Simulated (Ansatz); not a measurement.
`[NH2][Ga]([OH])[OH]` + HCl → `[OH][Ga]([OH])[Cl]` + NH₃  (ligand exchange at a Ga–N bond)

Calculated with Ansatz (gas phase, PBE0-D4/def2-TZVP geometries, no zero-point term in ΔE). CCSD(T)/CBS adds triple-zeta CCSD(T) − MP2 to the extrapolated MP2 energy (def2 sets, frozen cores). This one scheme is used for every species. Functionals use def2-TZVPP. For Ga outer-core shells are correlated without core-valence functions, which leaves a few kJ/mol of doubt a bond. Scalar relativity is left out up to krypton. Each species was taken in one conformer, which may not be the lowest.

CCSD(T)/CBS gives -18.3 kcal/mol.

(1) Another level gave -20.7 kcal/mol. Which?
A. RPA@PBE/def2-TZVPP
B. r2SCAN/def2-TZVPP
C. B2PLYP/def2-TZVPP
D. B97M-V/def2-TZVPP

(2) What do rigid-rotor, harmonic-oscillator terms from PBE0-D4/def2-TZVP frequencies (298.15 K, 1 bar) make of the CCSD(T)/CBS value? (An estimate is asked.)

Largest T1 diagnostic among the species: 0.013.

## Answers

(1) B. r2SCAN -20.7, RPA@PBE/def2-TZVPP -18.1, B2PLYP -19.7, B97M-V -22.0 kcal/mol.

(2) Ansatz gave: ΔZPE = +2.4 kcal/mol, ΔH = -16.1 kcal/mol, ΔS = 1 J/(mol·K), ΔG = -16.2 kcal/mol.

In def2-TZVPP, CCSD(T) changes the Hartree–Fock value by +3.3 kcal/mol (the triples alone add +0.0 kcal/mol) and MP2 by +3.1 kcal/mol. Leaving LDA and LC-ωPBE aside and taking each functional with its dispersion term where it has one, the values, not all of them listed here, spread over 3.1 kcal/mol, from B97M-V to CAM-B3LYP-D4. LDA lies +2.3 kcal/mol from PBE without D4. At CCSD(T), def2-SVP lies −1.6 kcal/mol from the extrapolated value and def2-TZVPP −0.6 kcal/mol.
